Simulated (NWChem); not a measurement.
System: CH$_{6}$BeO$_{2}$Si; SMILES [SiH3][O][Be][O]C

The following NWChem deck was run.

```
start job
memory heap 200 mb stack 900 mb global 1100 mb
geometry units angstroms noautoz
  Be    -0.512533     0.082273     0.334582
  O     -1.651035     0.345178     1.085162
  C     -2.745631     0.712640     1.824150
  H     -2.528842     1.589614     2.461186
  H     -3.600510     0.976507     1.175166
  H     -3.074868    -0.106730     2.488567
  O      0.650307    -0.189504    -0.432360
  Si     2.003727    -0.467981    -1.317702
  H      1.728946    -1.470645    -2.392776
  H      3.099673    -0.995800    -0.447719
  H      2.479729     0.795798    -1.961091
end
basis spherical
  * library 6-311++g**
end
dft
  xc xtpss03 ctpss03
  iterations 150
  mulliken
end
task dft energy
```

All runs use the structure optimised with PBE0/def2-SVP.

Give the results of this calculation. (TPSS/6-311++G** (spherical d).) Quantities: basis functions; energy (Ha); highest occupied level (eV); orbital gap (eV); dipole (D).


```
Property                       Value
---------------------------  -------
number of basis functions        160
energy (Ha)                  -496.67
highest occupied level (eV)    -6.75
orbital gap (eV)                5.85
dipole (D)                      1.36
```
